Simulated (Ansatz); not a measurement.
Consider the ligand exchange at a B–C bond: `FC([SiH3])B[SiH3]` + `C[SiH2]O` → `C[SiH2]OB[SiH3]` + `FC[SiH3]`.

Isolated molecules relaxed with PBE0-D4/def2-TZVP in Ansatz; ΔE leaves out vibrations. CCSD(T)/CBS adds triple-zeta CCSD(T) − MP2 to the extrapolated MP2 energy (def2 sets, frozen cores). This one scheme is used for every species. Functionals use def2-TZVPP. B3LYP here is the variant with VWN-RPA as its local correlation; programs differ in this. Each species was taken in one conformer, which may not be the lowest.

`FC([SiH3])B[SiH3]`:

```xyz
13

F     0.697   -1.250    2.241
C    -0.011   -0.700    1.186
Si    0.704   -1.432   -0.496
B     0.269    0.719    0.764
Si   -0.904    1.641   -0.595
H    -1.037   -1.081    1.203
H     1.816   -0.603   -1.031
H    -0.383   -1.519   -1.500
H     1.216   -2.773   -0.128
H     1.252    1.267    1.167
H    -2.109    0.850   -0.971
H    -0.149    1.953   -1.840
H    -1.361    2.929    0.000
```

`C[SiH2]O`:

Z-matrix (Å, degrees):
```
C
Si 1 1.863
H 1 1.093 2 111.0
H 1 1.094 2 110.2 3 119.8
H 1 1.093 2 111.5 3 -120.7
O 2 1.652 1 112.6 3 57.7
H 2 1.492 1 108.9 3 -179.5
H 2 1.483 1 110.6 3 -59.4
H 6 0.957 2 117.7 1 68.6
```

`C[SiH2]OB[SiH3]`:

```xyz
14

C     0.423    0.251    2.429
Si   -1.075    0.448    1.349
O    -0.747    0.137   -0.256
B     0.357   -0.217   -0.937
Si    0.289   -0.496   -2.948
H     1.220    0.939    2.139
H     0.817   -0.766    2.386
H     0.150    0.466    3.466
H    -1.596    1.837    1.404
H    -2.148   -0.498    1.743
H     1.397   -0.369   -0.337
H    -1.059   -0.270   -3.540
H     1.255    0.424   -3.618
H     0.719   -1.886   -3.279
```

`FC[SiH3]`:

```xyz
8

F    -1.808   -0.615   -0.315
C    -0.856    0.038    0.461
Si    0.836   -0.007   -0.393
H    -0.818   -0.452    1.439
H    -1.192    1.069    0.618
H     1.806    0.704    0.482
H     0.759    0.675   -1.709
H     1.272   -1.413   -0.582
```

```csv
level,ΔE (kJ/mol)
B3LYP,-124.3
MP2/def2-TZVPP,-113.0
```

(1) What does CCSD(T)/CBS give? (Estimate.)

Largest T1 diagnostic among the species: 0.014.

Answers

(1) Computed: -113.0 kJ/mol. The listed levels differ from it by -11.3, 0.0 kJ/mol.

The D4 term adds +6.5 kJ/mol with B3LYP and +3.3 kJ/mol with PBE0; it sums over pairs of atoms, weighted by their polarisabilities, and B3LYP, whose exchange is more repulsive, gets the larger term. In def2-TZVPP, CCSD(T) changes the Hartree–Fock value by +34.3 kJ/mol (the triples alone add +5.1 kJ/mol) and MP2 by +37.0 kJ/mol.
